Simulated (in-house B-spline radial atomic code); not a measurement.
Configurations of Si4+, with energies counted from [He] 2s2 2p6. Level of theory: Dirac-Hartree-Fock, average of configuration, Fermi nucleus of rms radius 3.1224 fm; calculated with a B-spline radial code for spherical atoms. Energies include first-order Breit, QED and recoil terms.

Occupations are held fixed; configurations that lie above the ionisation limit could autoionise.

| configuration | E - E(ref) (eV) | highest orbital | its <r> (bohr) |
| --- | --- | --- | --- |
| [He] 2s2 2p5 3s1 | 103.29 | 3s1/2 | 1.676 |
| [He] 2s2 2p5 3d1 | 125.94 | 3d5/2 | 1.947 |
| [He] 2s2 2p5 6f1 | 155.93 | 6f7/2 | 9.584 |
| [He] 2s1 2p6 4d1 | 195.86 | 4d5/2 | 3.987 |
| [He] 2s1 2p6 5p1 | 201.77 | 5p3/2 | 6.122 |
| [He] 2s1 2p6 5f1 | 204.35 | 5f7/2 | 6.287 |
| [He] 2s1 2p6 5g1 | 204.37 | 5g9/2 | 5.5 |
| [He] 2s1 2p6 6p1 | 207.07 | 6p3/2 | 9.178 |
| [He] 2s1 2p6 6d1 | 208.25 | 6d5/2 | 9.88 |
| [He] 2s1 2p6 6f1 | 208.52 | 6f7/2 | 9.584 |
| [He] 2s1 2p6 6g1 | 208.53 | 6g9/2 | 8.799 |

Question: Order these further configurations by energy, lowest first.
A. [He] 2s2 2p5 6s1
B. [He] 2s2 2p5 6d1
C. [He] 2s1 2p6 5d1
D. [He] 2s2 2p5 4f1
E. [He] 2s1 2p6 4p1

Answer: D (144.11 eV), A (153.57 eV), B (155.68 eV), E (191.35 eV), C (203.91 eV).

Question: How far above the reference does [He] 2s2 2p5 6g1 lie?

Answer: 155.94 eV; its least bound orbital is 6g9/2 with <r> = 8.799 bohr.

Question: How far above the reference does [He] 2s2 2p5 5f1 lie?

Answer: 151.77 eV; its least bound orbital is 5f7/2 with <r> = 6.288 bohr.

Question: How far above the reference does [He] 2s2 2p5 4d1 lie?

Answer: 143.3 eV; its least bound orbital is 4d5/2 with <r> = 3.991 bohr.

Question: One of these lies 165.9 eV from the reference. Which?
A. [He] 2s1 2p6 3d1
B. [He] 2s1 2p6 4f1
C. [He] 2s1 2p6 3p1
D. [He] 2s2 2p5 4s1

Answer: C.
